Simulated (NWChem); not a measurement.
System: C₂H₈OSi₃; SMILES O1[SiH2]C=C([SiH3])[SiH2]1

```xyz
14

Si    -0.2355    -2.6202     0.0000
C     -0.1493    -0.7453     0.0000
C     -1.2608     0.0331     0.0000
Si    -0.9181     1.8889     0.0000
O      0.7570     1.8428     0.0000
Si     1.4233     0.3039     0.0000
H      0.4554    -3.1725    -1.2065
H     -1.6635    -3.0612     0.0000
H      0.4554    -3.1725     1.2065
H     -2.2659    -0.4141     0.0000
H     -1.4403     2.5837     1.2128
H     -1.4403     2.5837    -1.2128
H      2.2643     0.0836    -1.2127
H      2.2643     0.0836     1.2127
```
Atoms are numbered in this order, from 1.

Program: NWChem. Structure relaxed at the PBE0/def2-SVP level. Level SCAN/def2-SVP: energy and gradient on several grids; changes count from the extra-fine grid, which is no exact limit either.

```tsv
grid	size of the energy change (μHa)	largest change of a gradient component (μHa/bohr)	time, medium = 1 (rough)
xcoarse	1000	4000	about 1
coarse	2000	2000	about 1
medium	50	1000	about 1
fine	1000	400	about 1
xfine	< 10	< 30	2
```
